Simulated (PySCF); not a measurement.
# Computed properties of B(CCH)(Cl)(Me) (C3H4BCl), SMILES C#CB(C)Cl

B(CCH)(Cl)(Me) (C3H4BCl), SMILES CB(C#C)Cl. Geometry optimised at PBE0-D3(BJ)/def2-SVP. The structure was generated by enumeration, and PubChem lists no compound with its InChIKey, so it may never have been made. The values are those of a single conformer. All values are computed for the isolated molecule unless a solvent is named; none is compared with measurement here.

**Structure.** All 21 harmonic modes at PBE0-D3(BJ)/def2-SVP (PySCF) are real, so it is a minimum. With heavy atoms numbered as in [B:1]([C:2]#[CH:3])([Cl:5])[CH3:6], the shortest bond between them is C2–C3 at 1.218 Å and the longest B1–Cl5 at 1.764 Å.

**Vibrations.** The strongest infrared lines (harmonic, unscaled, degenerate partners summed) lie at 1072 cm⁻¹ (246 km/mol, B 68 %, H 19 %, C 10 %), 1163 cm⁻¹ (147 km/mol, B 61 %, H 27 %, C 12 %), 1322 cm⁻¹ (121 km/mol, H 59 %, C 30 %, B 11 %). The softest mode is at 39 cm⁻¹ and the zero-point energy is 38.2 kcal/mol.

**Electronic structure.** HF/def2-TZVP (PySCF) places the frontier levels at -11.03 and 1.79 eV, a gap of 12.82 eV, and gives a dipole moment of 1.78 D and a mean polarisability of 56.1 bohr³. PBE/def2-TZVP (PySCF) at the same geometry gives -7.04 and -2.82 eV, so its gap is 8.60 eV narrower. An orbital gap is neither the optical nor the fundamental gap.

**Excitations.** TDA-B3LYP/def2-SVPD (PySCF) has S1 at 4.50 eV (276 nm, f = 0.000, dark); the most intense of the 10 singlets computed lies at 6.84 eV (f = 0.11). T1 (TDA) is at 4.16 eV, 0.34 eV under S1. TDA-PBE/def2-SVPD (PySCF) puts S1 at 4.28 eV. No vertical singlet excitation falls in the visible range (under 3.1 eV).

**NMR.** GIAO shifts at PBE0/pcSseg-1 (PySCF) (non-relativistic, atoms alike by connectivity averaged): ¹³C from 19.3 to 118.9 ppm against TMS; ¹H from 1.5 to 4.2 ppm against TMS; ¹¹B at 48.2 ppm against BF3. Without spin–orbit terms, shifts of atoms bonded to Cl or Br come out too high.
